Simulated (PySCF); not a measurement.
Molecule: `InChI=1S/C4H8O4/c1-7-4(2-5)8-3-6/h3-5H,2H2,1H3/t4-/m1/s1`.

Bonds (- single, = double, # triple, : aromatic): C1-O2, O2-C3, C3-C4, C4-O5, C3-O6, O6-C7, C7=O8. C1 carries H9, H10, H11; C3 carries H12; C4 carries H13, H14; O5 carries H15; C7 carries H16. Stereochemistry as in CO[C@@H](CO)OC=O. H14 is pro-R; H13 is pro-S.

Frames of a GFN2-xTB Langevin trajectory at 400 K; GIAO PBE0/pcSseg-1 shieldings in PySCF 2.14.0 with density-fitted response routines, gas phase, non-relativistic; equivalent atoms averaged within each frame.

Scale: ¹³C (186.93 ppm) and ¹H (31.72 ppm) against TMS; ¹⁷O (336.08 ppm) against H2O (reference shieldings calculated alike). The references are static minima.

**Question.** How do the shifts (ppm) fluctuate along the trajectory?

**Answer.** 
```csv
time (fs),C7,C3,C4,C1,O8,O6,O2,O5,H16,H12
250,165.6,112.0,76.6,60.3,442.1,246.4,67.5,11.1,8.73,5.90
425,166.7,104.4,69.4,47.5,459.8,242.8,48.7,8.1,8.68,6.68
625,161.5,109.6,66.0,56.4,449.4,226.6,69.9,10.3,7.94,5.91
800,172.7,112.5,72.6,55.2,491.1,283.7,50.0,0.1,8.98,5.83
1000,165.8,113.8,61.3,58.5,436.5,242.2,63.4,1.0,8.40,4.73
mean of frames,166.5,110.5,69.2,55.6,455.8,248.3,59.9,6.1,8.55,5.81
standard deviation,4.0,3.7,5.9,4.9,21.6,21.2,9.9,5.2,0.40,0.70
```

5 frames give an uncertainty of the mean of about the standard deviation over 2.2 at best, since frames this close in time may not be independent; classical motion lacks zero-point vibration, and the reference would need the same averaging.
